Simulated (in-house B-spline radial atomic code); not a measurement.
A fraction x of an electron is added to 3p in neutral chlorine, starting from [Ne] 3s2 3p5 and keeping the highest spin. Computed with an all-electron radial atomic-structure program (B-spline basis): non-relativistic LDA PW92, spin-polarised, spherical fractional occupations, point nucleus.

```
  x  E(x) - E(0) (eV)  3p down level (eV)
  0            0.0000              -8.291
0.1           -0.7822              -7.356
0.2           -1.4718              -6.440
0.3                 ?                   ?
0.4           -2.5808              -4.663
0.5                 ?                   ?
0.6           -3.3426              -2.971
0.7           -3.5990              -2.160
0.8           -3.7756              -1.377
```

(1) What belongs in the row x = 0.3?

(2) What belongs in the row x = 0.5?

(3) Check Janak's theorem between x = 0.1 and 0.2.

(4) Up to what added charge does this functional bind the extra electron?

Answers

(1) An energy change of -2.0707 eV; 3p down at -5.541 eV.

(2) An energy change of -3.0040 eV; 3p down at -3.806 eV.

(3) The slope of the energy is -6.90 eV; the orbital levels give -6.90 eV (ε of the filling orbital, averaged over the two points).

(4) The highest level rises by about 7.8 eV per electron near x = 0.8 and would reach zero near x = 0.98, so the anion should be bound or nearly so.
